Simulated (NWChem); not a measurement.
System: boric acid (H3BO3); SMILES OB(O)O

Parts of the log:

```
             Northwest Computational Chemistry Package (NWChem) 7.3.0
             --------------------------------------------------------

                             Geometry "geometry" -> ""
                             -------------------------

 Output coordinates in angstroms (scale by  1.889725989 to convert to a.u.)

  No.       Tag          Charge          X              Y              Z
 ---- ---------------- ---------- -------------- -------------- --------------
    1 O                    8.0000    -0.96012100     0.99940900     0.00000000
    2 B                    5.0000    -0.03793800     0.00181200     0.00000000
    3 O                    8.0000     1.29305300     0.34405200     0.00000000
    4 O                    8.0000    -0.51465600    -1.27763800     0.00000000
    5 H                    1.0000    -0.53473800     1.86148000     0.00000000
    6 H                    1.0000     1.90797300    -0.39247200     0.00000000
    7 H                    1.0000     0.15847700    -1.96023500     0.00000000

 Effective nuclear repulsion energy (a.u.)     116.3487909799

  xc_inp: hfexch multiplicative factor not found.

                                 NWChem DFT Module
                                 -----------------

 Summary of "ao basis" -> "ao basis" (spherical)
 ------------------------------------------------------------------------------
       Tag                 Description            Shells   Functions and Types
 ---------------- ------------------------------  ------  ---------------------
 O                           6-31g*                  6       14   3s2p1d
 B                           6-31g*                  6       14   3s2p1d
 H                           6-31g*                  2        2   2s

            General Information
            -------------------
          SCF calculation type: DFT
          Wavefunction type:  closed shell.
          No. of atoms     :     7
          No. of electrons :    32
           Alpha electrons :    16
            Beta electrons :    16
          Charge           :     0
          Spin multiplicity:     1
          Use of symmetry is: off; symmetry adaption is: off
          Maximum number of iterations: 150
          AO basis - number of functions:    62
                     number of shells:    30
          Convergence on energy requested:  1.00D-06
          Convergence on density requested:  1.00D-05
          Convergence on gradient requested:  5.00D-04

              XC Information
              --------------
                     Hartree-Fock (Exact) Exchange  1.000

      Superposition of Atomic Density Guess
      -------------------------------------

 Sum of atomic energies:        -250.28384281

      Non-variational initial energy
      ------------------------------

 Total energy =    -251.826223
 1-e energy   =    -573.612120
 2-e energy   =     205.437106
 HOMO         =      -0.478333
 LUMO         =       0.084149

     ---------------------------------------------
      Total Density - Mulliken Population Analysis
     ---------------------------------------------

    Atom       Charge   Shell Charges
 -----------   ------   -------------------------------------------------------
    1 O    8     8.89   2.00  0.93  3.14  0.88  1.93  0.01
    2 B    5     3.96   2.00  0.49  1.01  0.16  0.13  0.17
    3 O    8     8.90   2.00  0.93  3.13  0.89  1.94  0.01
    4 O    8     8.89   2.00  0.93  3.13  0.88  1.93  0.01
    5 H    1     0.46   0.35  0.10
    6 H    1     0.46   0.36  0.10
    7 H    1     0.46   0.36  0.10

   convergence    iter        energy       DeltaE   RMS-Dens  Diis-err
 ---------------- ----- ----------------- --------- --------- ---------
 d= 0,ls=0.0,diis     1   -251.0700027870 -3.67D+02  9.66D-03  9.13D-01
 d= 0,ls=0.0,diis     2   -251.1488183773 -7.88D-02  3.36D-03  2.15D-01
 d= 0,ls=0.0,diis     3   -251.1679900660 -1.92D-02  8.03D-04  4.72D-03
 d= 0,ls=0.0,diis     4   -251.1686809154 -6.91D-04  1.89D-04  1.36D-04
 d= 0,ls=0.0,diis     5   -251.1687057085 -2.48D-05  4.68D-05  1.11D-05
  Resetting Diis
 d= 0,ls=0.0,diis     6   -251.1687073074 -1.60D-06  1.81D-05  2.03D-06
 d= 0,ls=0.0,diis     7   -251.1687075904 -2.83D-07  2.88D-06  4.11D-08

[...]

                     NWChem Electrostatic Potential Fit Module
                     -----------------------------------------

 Atom parameters

 Number of atoms is                                    7
 Number of basis functions is                         62

 Grid parameters

 Maximum number of grid points is                  30307
 Number of grid points is                          30306
 Grid range                                     0.300000 nm
 Grid spacing                                   0.020000 nm
 Probe radius                                   0.070000 nm
 Atom radius factor                             1.000000

 Atomic radii

    1    0.100000
    5    0.158000
    8    0.136000
 FASTESP  F
  using M.O. file = ./job.movecs

    Atom              Coordinates                           Charge

                                                  ESP

    1 O    -0.096012    0.099941    0.000000   -0.743170
    2 B    -0.003794    0.000181    0.000000    1.009756
    3 O     0.129305    0.034405    0.000000   -0.820690
    4 O    -0.051466   -0.127764    0.000000   -0.733638
    5 H    -0.053474    0.186148    0.000000    0.443051
    6 H     0.190797   -0.039247    0.000000    0.441256
    7 H     0.015848   -0.196024    0.000000    0.403435
                                            ------------
                                                0.000000

 Dipole moment                                  1.318774

 Quadrupole moment Qxx                         -8.823663
                   Qyy                         10.365839
                   Qzz                         -1.542176

 RMS deviation kJ/mol                           0.051863

 RRMS %                                        11.401496
```

Level: Hartree-Fock/6-31G* (spherical d). All runs use the structure optimised with PBE0/def2-SVP.

### Question
Reconstruct the input file.

### Answer
This is not unique; one that fits is the input that was run:
```
start job
memory heap 200 mb stack 900 mb global 1100 mb
geometry units angstroms noautosym nocenter noautoz
  O     -0.960121     0.999409     0.000000
  B     -0.037938     0.001812     0.000000
  O      1.293053     0.344052     0.000000
  O     -0.514656    -1.277638     0.000000
  H     -0.534738     1.861480     0.000000
  H      1.907973    -0.392472     0.000000
  H      0.158477    -1.960235     0.000000
end
basis spherical
  * library 6-31g*
end
dft
  xc hfexch
  iterations 150
  mulliken
end
task dft energy
esp
  recalculate
  probe 0.07
  range 0.3
  factor 1.0
  spacing 0.02
end
task esp
```
